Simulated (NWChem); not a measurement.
C₂H₅In; SMILES C=[CH][InH2]

```xyz
8

In    -0.0186    -0.5862     0.0000
H     -1.7414    -0.8894     0.0000
H      1.1570    -1.8762     0.0000
C      0.5731     1.4956     0.0000
C     -0.3471     2.4835     0.0000
H      1.6416     1.7814     0.0000
H     -0.0677     3.5548     0.0000
H     -1.4330     2.2772     0.0000
```
Atoms are numbered in this order, from 1.

Results from NWChem. Coordinates come from a PBE-D3(BJ)/def2-SVP optimisation. def2 effective core potentials on In; no spin-orbit coupling. Level B3LYP/def2-SVP: energy and gradient on several grids; changes count from the extra-fine grid, which is no exact limit either.

Problem. Which is the coarsest grid (medium; coarse; xcoarse; fine; xfine) from which on the energy stays within 500 μHa and each gradient component within 500 μHa/bohr of xfine?

Solution. medium.
```json
[
 {"grid": "xcoarse", "size of the energy change (μHa)": "5000", "largest change of a gradient component (μHa/bohr)": "5000"},
 {"grid": "coarse", "size of the energy change (μHa)": "200", "largest change of a gradient component (μHa/bohr)": "900"},
 {"grid": "medium", "size of the energy change (μHa)": "30", "largest change of a gradient component (μHa/bohr)": "90"},
 {"grid": "fine", "size of the energy change (μHa)": "< 10", "largest change of a gradient component (μHa/bohr)": "< 30"},
 {"grid": "xfine", "size of the energy change (μHa)": "< 10", "largest change of a gradient component (μHa/bohr)": "< 30"}
]
```
